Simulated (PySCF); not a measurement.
C5H8O. Atoms are numbered in the order given.

```xyz
14

C      0.1423     1.4123    -0.3021
C      1.2481     0.6664    -0.2013
C      1.1861    -0.8179     0.0401
O     -0.1119    -1.3523    -0.0856
C     -1.1013    -0.5626     0.5427
C     -1.2250     0.8030    -0.1332
H      0.2159     2.4857    -0.5040
H      2.2431     1.1151    -0.2886
H      1.6120    -1.0482     1.0435
H      1.8161    -1.3493    -0.6936
H     -2.0419    -1.1299     0.4816
H     -0.8591    -0.4225     1.6171
H     -1.8728     1.4644     0.4682
H     -1.7191     0.6962    -1.1166
```
Charge 0, spin multiplicity 1.

Geometry: B3LYP-D3(BJ)/def2-SVP. Other conformers were not sampled.

These are B3LYP/pcSseg-1 (PySCF) values and carry that method's errors.

GIAO shieldings, no solvent; atoms listed in one row are averaged. δ = σ(ref) − σ: ¹³C against TMS (σ = 181.3 ppm); ¹⁷O against H2O (σ = 333.8 ppm); ¹H against TMS (σ = 31.68 ppm), references at their B3LYP-D3(BJ)/def2-TZVP geometries, non-relativistic.

Computed chemical shifts:
```
nucleus    atoms  count  δ (ppm)
-------  -------  -----  -------
¹³C           C2      1    139.5
¹³C           C1      1    136.2
¹³C           C3      1     72.0
¹³C           C5      1     69.5
¹³C           C6      1     31.9
¹⁷O           O4      1     40.8
¹H            H7      1     6.23
¹H            H8      1     6.02
¹H       H9, H10      2     4.47
¹H           H11      1     4.15
¹H           H12      1     3.72
¹H           H14      1     2.72
¹H           H13      1     1.87
```
